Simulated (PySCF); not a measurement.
SMILES O=Cc1ccccc1-c1cccs1, singlet at its GFN2-xTB optimised geometry (Å):

```
21

O     -0.9273    -2.8577    -0.0971
C     -0.4456    -1.7828     0.1615
C     -1.1271    -0.4935     0.0000
C     -2.5230    -0.4935     0.0000
C     -3.2335     0.6886     0.0000
C     -2.5498     1.8968     0.0092
C     -1.1694     1.9152    -0.0208
C     -0.4331     0.7302    -0.0484
C      1.0090     0.7827    -0.1817
C      1.8335    -0.0528    -0.8873
C      3.1902     0.3228    -0.8255
C      3.3903     1.4375    -0.0758
S      1.9246     2.0649     0.5582
H      0.5681    -1.7086     0.6024
H     -3.0271    -1.4484     0.0222
H     -4.3127     0.6745     0.0032
H     -3.0964     2.8279     0.0278
H     -0.6412     2.8577    -0.0401
H      1.4738    -0.8869    -1.4632
H      3.9803    -0.2148    -1.3180
H      4.3127     1.9378     0.1431
```

Calculation: B3LYP/def2-SVP (PySCF). Cells within 0.4 Å of a nucleus heavier than hydrogen are left out (blank, or x).

Map of the deformation density (molecule minus spherical neutral atoms) (e/bohr³) on the plane z = 0.0 Å:

```
|222222222222222222222222222|
|222222222222222222222222222|
|222222222222222222222222222|
|222222222222222222222222222|
|222222222222222222222222222|
|222222222222222222222222222|
|222222111111112222222222222|
|222221142113311222111112222|
|222221294228611133211211222|
|22221114x9xx211121333831222|
|22211118643951135125x631222|
|2221264x2004x56x30035111222|
|222138xx2003x55x40023112222|
|222112296228611231111112222|
|22221113x9xx201111111122222|
|222221286228511111122222222|
|222221173104x23112222222222|
|222222111113x22122222222222|
|22222221223x711122222222222|
|22222222223x821222222222222|
|222222222223322222222222222|
|222222222222222222222222222|
|222222222222222222222222222|
|222222222222222222222222222|
|222222222222222222222222222|
|222222222222222222222222222|
|222222222222222222222222222|
```
Scale: ten equal steps from -0.029 (start of '0') to 0.101 (end of '9'), in the order '0123456789'; x runs from -6.50 to 6.50, y from -6.50 (bottom) to 6.50 (top).
